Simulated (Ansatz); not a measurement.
Mulliken charges of `C[S][Ge]([Cl])([Cl])[Cl]` from ωB97M-V/def2-TZVPP in Ansatz (PBE0-D4/def2-TZVP geometry).

```csv
atom,x (Å),y (Å),z (Å),charge (e)
C1,-0.072,-1.340,0.890,-0.347
S2,1.265,-0.639,-0.119,-0.116
Ge3,0.234,1.142,-0.833,0.670
Cl4,-1.533,0.660,-1.934,-0.224
Cl5,1.554,2.237,-2.085,-0.212
Cl6,-0.406,2.397,0.774,-0.224
H7,-0.347,-0.664,1.698,0.155
H8,-0.939,-1.581,0.278,0.155
H9,0.333,-2.259,1.314,0.143
```

**Question.** By hand: the dipole of these point charges (1 e Å = 4.8032 D).

**Answer.** Σ q r = (-0.012, -0.526, 0.343) e Å, of length 0.628 e Å = 3.02 D.

**Question.** How does the dipole of the full density compare? (Estimate.)

**Answer.** The calculation gave: (-0.066, -0.400, 0.284) e Å, 2.38 D; the point charges give 1.27 times that, at 7° from its direction.

Point charges leave out the atoms' own dipoles, such as those of lone pairs, and Mulliken's split depends on the basis, so the two needn't agree.
